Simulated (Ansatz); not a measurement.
Consider the stannylene formation by 1,1-elimination: `[CH3][SnH]([OH])[Cl]` → CH₄ + `[OH][Sn][Cl]`.

Gas-phase electronic energies from Ansatz, PBE0-D4/def2-TZVP geometries. CBS: MP2 limit from def2 TZ/QZ plus the TZ coupled-cluster correction, frozen cores. This one scheme is used for every species. DFT in def2-TZVPP. B3LYP here is the variant with VWN-RPA as its local correlation; programs differ in this. Elements past krypton have def2 core potentials. For Sn outer-core shells are correlated without core-valence functions, which leaves a few kJ/mol of doubt a bond. Each species was taken in one conformer, which may not be the lowest.

`[CH3][SnH]([OH])[Cl]`:

Z-matrix (Å, degrees):
```
C
Sn 1 2.113
H 1 1.089 2 110.0
H 1 1.089 2 108.2 3 119.8
H 1 1.090 2 109.6 3 -120.8
O 2 1.957 1 105.1 3 -175.3
Cl 2 2.339 1 109.1 3 -61.7
H 2 1.706 1 120.2 3 60.0
H 6 0.960 2 113.9 1 167.9
```

CH₄:

```xyz
5

C     0.000    0.000    0.000
H     0.005   -0.563    0.933
H    -0.723   -0.441   -0.686
H     0.992   -0.032   -0.449
H    -0.274    1.035    0.202
```

`[OH][Sn][Cl]`:

Z-matrix (Å, degrees):
```
O
Sn 1 1.974
H 1 0.961 2 114.9
Cl 2 2.361 1 94.3 3 -180.0
```

```tsv
level	ΔE (kJ/mol)
B3LYP-D4	-74.2
CCSD/def2-TZVPP	-42.6
```

Task: What does CCSD(T)/CBS give? (An estimate is asked.)

Result: The calculation gave: -44.7 kJ/mol. The listed levels differ from it by -29.5, 2.1 kJ/mol.

Largest T1 diagnostic among the species: 0.017.

Leaving LDA and LC-ωPBE aside and taking each functional with its dispersion term where it has one, the values, not all of them listed here, spread over 54.6 kJ/mol, from BLYP-D4 to PBE-QIDH. LDA lies +34.5 kJ/mol from PBE without D4. From BLYP to BHLYP (50 % exact exchange), in def2-TZVPP and without D4, ΔE moves by +41.7 kJ/mol. The D4 term adds +11.3 kJ/mol with B3LYP and +6.4 kJ/mol with PBE0; it sums over pairs of atoms, weighted by their polarisabilities, and B3LYP, whose exchange is more repulsive, gets the larger term.

CCSD(T)/CBS has its own doubt, a few kJ/mol and more with outer-core shells, so smaller differences from it don't rank the levels.
